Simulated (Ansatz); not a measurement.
Species: C₂H₇BO, SMILES `BOCC` (B–O–C–C torsion 115°) (charge 0, multiplicity 1).

**Question.** Give a relaxed geometry from PBE0-D4/def2-TZVP in Ansatz (a quantum-chemistry and plane-wave program).

**Answer.** This is not unique; one that fits is the end point of this relaxation, one of several conformers (outside a Z-matrix the atoms follow the SMILES, hydrogens last).
Z-matrix (Å, degrees):
```
C
H 1 1.0937
H 1 1.0955 2 108.23
O 1 1.4213 2 106.97 3 117.94
B 4 1.3382 1 122.31 2 -124.80
H 5 1.1969 4 117.05 1 -179.28
H 5 1.2042 6 122.71 4 -179.96
C 1 1.5083 2 110.60 3 -122.02
H 8 1.0915 1 110.65 2 -61.21
H 8 1.0922 9 108.38 1 121.72
H 8 1.0924 9 108.43 10 117.38
```
